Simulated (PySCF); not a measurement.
Mapped SMILES: `[CH3:1][O:2][CH2:3][Si:4]([CH3:5])([SiH3:6])[SiH3:7]`. Each H is labelled by its parent atom.

PySCF calculation with NMR shieldings at PBE0/pcSseg-1/GIAO and geometry from GFN2-xTB; equivalent nuclei averaged, a single conformation, no solvent model, non-relativistic.

Question: List the cross peaks expected in HSQC, COSY and HMBC spectra.

Answer: 

HSQC (one-bond C–H):
```csv
δH,δC
3.53 (H(C1)),65.6 (C1)
3.35 (H(C3)),70.6 (C3)
0.18 (H(C5)),-4.6 (C5)
```

HMBC (two and three bonds, from the bond graph):
```csv
δH,δC
3.53 (H(C1)),70.6 (C3)
3.46 (H(Si6)/H(Si7)),"70.6 (C3), -4.6 (C5)"
3.35 (H(C3)),"65.6 (C1), -4.6 (C5)"
0.18 (H(C5)),70.6 (C3)
```

No COSY cross peaks are expected.

References, each an isolated molecule treated in the same way: TMS for $^{1}$H and $^{13}$C.

Short H···H contacts in this conformer between protons four or more bonds apart (candidates for NOE cross peaks, intensity ∝ r⁻⁶): H(C1)···H(C3) 2.42 Å.

Shifts are as computed. Against solution values, carbons near 30 ppm lie about +3 ppm off and those near 130 ppm about +5 ppm. Of 1309 compounds with measured shifts, 239 miss one by over three times the rms of a fit or turn the order of signals round; such compounds aren't used in these exercises.
